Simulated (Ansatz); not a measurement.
Abridged output of a molecular run in Ansatz:

```
Functional definition: HF
1334 factors; integrals over basis functions are off by at most 1.3e-3 eV
mean field evaluation 1: about -20654.0041 eV, gradient 4.0e1 eV
mean field evaluation 2: about -20654.0102 eV, gradient 4.0e1 eV
mean field evaluation 4: about -20658.5602 eV, gradient 3.1e0 eV
mean field evaluation 8: about -20658.6043 eV, gradient 4.9e-5 eV
mean field -20658.60429643 eV, -759.1897049888 hartree, gradient 1.6e-6 eV, S^2 0.000000; 0 other end points of the search recorded, 0 dependent functions left out
13 core orbitals not correlated: weight in the atoms' cores, before any rotation towards them, 1.000 or more for the frozen orbitals, at most 0.000 for the correlated occupied ones
reference -20658.60429643 eV, -759.1897049888 hartree; 16, 16 occupied and 104, 104 virtual orbitals, 1334 factors
second order -17.91438836 eV of doubles, -0.00000000 eV of singles
cycle   1  -19.47427467 eV  change    -1.6e0 eV  update   8.7e-2
cycle   2  -20.01111929 eV  change   -5.4e-1 eV  update   2.7e-2
cycle   3  -20.06628760 eV  change   -5.5e-2 eV  update   7.5e-3
cycle   4  -20.06676636 eV  change   -4.8e-4 eV  update   2.1e-3
cycle   5  -20.06642094 eV  change    3.5e-4 eV  update   6.1e-4
cycle   6  -20.06635133 eV  change    7.0e-5 eV  update   2.0e-4
cycle   7  -20.06637052 eV  change   -1.9e-5 eV  update   6.6e-5
cycle   8  -20.06638119 eV  change   -1.1e-5 eV  update   2.3e-5
perturbative correction -0.53704818 eV, -0.0197361565 hartree
Total energy: -20679.20772580 eV, -759.9468670526 hartree
```

Its atoms:

Z-matrix (Å, degrees):
```
C
Al 1 1.974
H 1 1.095 2 112.9
H 1 1.097 2 110.2 3 -118.8
H 1 1.095 2 112.9 3 122.5
C 2 1.972 1 118.2 3 -163.4
C 2 1.972 1 118.2 3 41.2
S 2 2.597 1 98.9 3 -61.1
H 6 1.095 2 112.8 1 163.7
H 6 1.095 2 113.0 1 41.2
H 6 1.096 2 110.1 1 -77.4
H 7 1.095 2 112.8 1 -163.4
H 7 1.096 2 110.0 1 77.8
H 7 1.095 2 113.1 1 -40.9
H 8 1.344 2 96.9 1 -46.8
H 8 1.344 2 97.0 1 46.8
```

**Question.** Which basis set was used?
A. def2-SVPD
B. def2-TZVPP
C. def2-SVP
D. cc-pV(T+d)Z

**Answer.** C. It gives 133 functions.

**Question.** Write the keys of the input that set method, charge and spin (a neutral closed shell needs none for the last two).

**Answer.** 
```yaml
correlation: {method: ccsd_t}
```
